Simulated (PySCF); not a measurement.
Si(F)(Me)(Et)(OH) (C3H9FOSi), SMILES CC[Si](C)(O)F.

Geometry: B3LYP-D3(BJ)/def2-SVP. The values are those of a single conformer.

Two levels are set side by side: PBE/def2-TZVP (PySCF) and r2SCAN/def2-TZVP (PySCF). Same geometry, gas phase. Differences are taken from unrounded values.

```tsv
quantity	r2SCAN	PBE	PBE minus r2SCAN
orbital gap (eV)	7.75	6.72	-1.03
highest occupied level (eV)	-7.12	-6.83	0.30
lowest empty level (eV)	0.62	-0.11	-0.73
dipole moment (D)	1.73	1.70	-0.03
mean polarisability (bohr³)	63.4	65.3	1.9
```

Rough cost on one machine, each run with all the roots and properties that it gave: r2SCAN against PBE about 4 times.
